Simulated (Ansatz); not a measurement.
trans-PdCl2(PF3)2 (P₂PdCl₂F₆). Total charge 0; singlet. Geometry r2SCAN-D4/def2-SVP, basis def2-TZVP, Ansatz.

```xyz
11

Pd    0.001    0.000    0.002
Cl    0.194    2.293   -0.221
P     2.095   -0.024   -0.800
F     3.187    0.750    0.025
F     2.320    0.599   -2.227
F     2.839   -1.398   -0.995
Cl   -0.193   -2.292    0.224
P    -2.095    0.024    0.801
F    -3.185   -0.745   -0.032
F    -2.838    1.398    0.999
F    -2.325   -0.605    2.224
```

```json
{"run": "A", "HOMO (eV)": "-8.27", "LUMO (eV)": "-3.67"}
{"run": "B", "HOMO (eV)": "-6.54", "LUMO (eV)": "-4.43"}
{"run": "C", "HOMO (eV)": "-8.05", "LUMO (eV)": "-3.67"}
{"run": "D", "HOMO (eV)": "-6.46", "LUMO (eV)": "-4.33"}
{"run": "E", "HOMO (eV)": "-6.86", "LUMO (eV)": "-4.43"}
```

In the def2 sets Pd takes a core potential; there is no spin–orbit coupling.

The runs used PBE, PBE0, r2SCAN, r2SCAN0, revPBE. Estimate which is which.

A r2SCAN0 (25 % exact exchange); B PBE (0 % exact exchange); C PBE0 (25 % exact exchange); D revPBE (0 % exact exchange); E r2SCAN (0 % exact exchange). Exact exchange lowers occupied and raises empty levels; among semilocal functionals meta-GGAs tend to open the gap a little, and such runs are hard to tell apart. The gap grows from 2.11 eV (PBE) to 4.60 eV (r2SCAN0).
